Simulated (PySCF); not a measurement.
**Interval between two levels of As by level of theory**

As [Ar] 3d10 4s2 4p3 [4S3/2, M_J = 3/2] → As [Ar] 3d10 4s1 4p4 [4P5/2, M_J = 5/2], as a difference of total energies. Computed with PySCF 2.14 in x2c-TZVPall-2c, with the two-component X2C-1e Hamiltonian. Correlated levels: [Ne] frozen. "Screened" scales the spin-orbit matrix elements by Boettger's factors to mimic the two-electron term; Breit and QED terms are absent.

| method | interval between two levels (cm⁻¹) |
| --- | --- |
| GHF (spin-free) | 70090 |
| GMP2 (spin-free) | 71566 |
| GHF (screened spin-orbit) | 69555 |
| GMP2 (screened spin-orbit) | 70958 |

The labels give the starting determinants; with spin-orbit coupling the two ends relaxed to ⟨J²⟩ = 3.75, ⟨L²⟩ = 0.01, ⟨S²⟩ = 3.74 and ⟨J²⟩ = 8.79, ⟨L²⟩ = 2.01, ⟨S²⟩ = 3.78.
